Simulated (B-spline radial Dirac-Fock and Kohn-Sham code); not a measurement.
# Isotope-shift constants of the inner levels of K⁺

System: the K⁺ ion in the configuration [Ne] 3s2 3p6.

The run's input, task.json:

```json
{"items": [{
  "Z": 19,
  "q": 1,
  "cfg": [[1, 0, 2], [2, 0, 2], [2, 1, 6], [3, 0, 2], [3, 1, 6]],
  "A": 39,
  "rrms": 3.4349,
  "do": "isoshift",
  "isotopes": [[37, 36.97337589, 3.4194], [38, 37.969081114, 3.4264], [39, 38.96370648482, 3.4349], [40, 39.963998165, 3.4381], [41, 40.96182525611, 3.4518], [42, 41.962402305, 3.4517], [43, 42.960734701, 3.4556], [44, 43.961586984, 3.4563], [45, 44.960691491, 3.4605], [46, 45.961981584, 3.4558], [47, 46.961661612, 3.4534], [48, 47.965341184, 3.4689], [49, 48.968210753, 3.4913], [50, 49.972380015, 3.5046], [51, 50.975828664, 3.5196]]
}]}
```

Launch: `python xray2_run.py task.json out`

Calculated with a B-spline atomic structure program, using first-order field-shift and mass-shift constants from Dirac-Fock ground and hole states with a Fermi nucleus; the mass shift has no relativistic recoil terms. A binding energy shifts by δE = F·δ⟨r²⟩ + (K_N + K_S)·δ(1/M); F is taken for a change of radius at fixed skin thickness and so holds the higher radial moments.

| level | F (meV/fm²) | K_N (meV u) | K_S (meV u) |
| --- | --- | --- | --- |
| K (1s) | -0.8588 | -1989 | 656.4 |
| L1 (2s) | -0.07007 | -215.8 | -59.55 |
| L2 (2p1/2) | 0.01018 | -170.3 | 147.5 |
| L3 (2p3/2) | 0.01024 | -168.7 | 143.2 |
| M1 (3s) | -0.007942 | -28.76 | -0.5959 |
| M2 (3p1/2) | 0.001251 | -16.90 | 13.26 |
| M3 (3p3/2) | 0.001256 | -16.75 | 12.74 |

Line shifts in meV from A = 39 (mass 38.9637 u, rms radius 3.4349 fm); radii from Angeli and Marinova (2013).

```
 A  mass (u)  radius (fm)    Kα1    Kα2    Kβ1    Lβ3
37   36.9734       3.4194  -1.71  -1.72  -1.74  -0.37
38   37.9691       3.4264  -0.83  -0.83  -0.84  -0.18
40   39.9640       3.4381      ?      ?      ?      ?
42   41.9624       3.4517  +2.30  +2.30  +2.34  +0.49
44   43.9616       3.4563  +3.68  +3.69  +3.75  +0.78
45   44.9607       3.4605  +4.32  +4.33  +4.40  +0.92
46   45.9620       3.4558  +4.98  +4.99  +5.07  +1.05
47   46.9617       3.4534  +5.60  +5.61  +5.70  +1.18
50   49.9724       3.5046  +6.97  +6.98  +7.09  +1.50
51   50.9758       3.5196  +7.39  +7.41  +7.53  +1.60
```

Task: What are the shifts for A = 40?

Result: Kα1 +0.82 meV (field -0.02, mass +0.84); Kα2 +0.82 meV (field -0.02, mass +0.84); Kβ1 +0.83 meV (field -0.02, mass +0.85); Lβ3 +0.17 meV (field 0.00, mass +0.17).
